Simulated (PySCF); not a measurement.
HgSF: one run

HgSF (doublet). PySCF 2.14.0, UKS PBE0, Hg def2-SVP with ECP60, S def2-SVP, F def2-SVP; non-relativistic Hamiltonian with scalar-relativistic core potentials where named; density fitting; no spin-orbit coupling. Purpose: one electron removed, vertical, doublet.

```python
mol = gto.M(atom='''
Hg    -0.09979     0.00000     0.35507
S      2.13819     0.00000     0.43510
F     -2.12198     0.00000     0.28278''',
    basis={'Hg': 'def2-SVP', 'S': 'def2-SVP', 'F': 'def2-SVP'},
    ecp={'Hg': 'def2-SVP'},
    charge=0, spin=1)
mf = dft.UKS(mol, xc='PBE0')
mf.grids.atom_grid = (50, 194)
mf = mf.density_fit()  # fitting sets: Hg def2-universal-JKFIT, S def2-universal-JKFIT, F def2-universal-JKFIT
mf.conv_tol = 1e-08; mf.max_cycle = 55
mf.kernel(dm0)  # dm0: converged density of the relaxed state
```

Run from Python with OMP_NUM_THREADS=2; the lines above give its settings. Where DIIS fails, smearing, a level shift and second-order steps follow.
It took 1.3 s on 2 threads of Arm Neoverse V2 (shared host), from an already converged density.

Question: Where do the frontier levels lie, over both spins?

Answer: HOMO -7.62 eV, LUMO -4.95 eV. 

Question: What are the Mulliken charges and spins?

Answer: 
```json
{"atom": "Hg1", "charge (e)": "0.596", "spin (e)": "0.005"}
{"atom": "S2", "charge (e)": "-0.140", "spin (e)": "0.995"}
{"atom": "F3", "charge (e)": "-0.456", "spin (e)": "0.001"}
```

Question: How does its energy compare with the relaxed singlet of charge -1 in vacuum?

Answer: It lies 2.799 eV higher.

Open shells may have lower solutions than the one found.
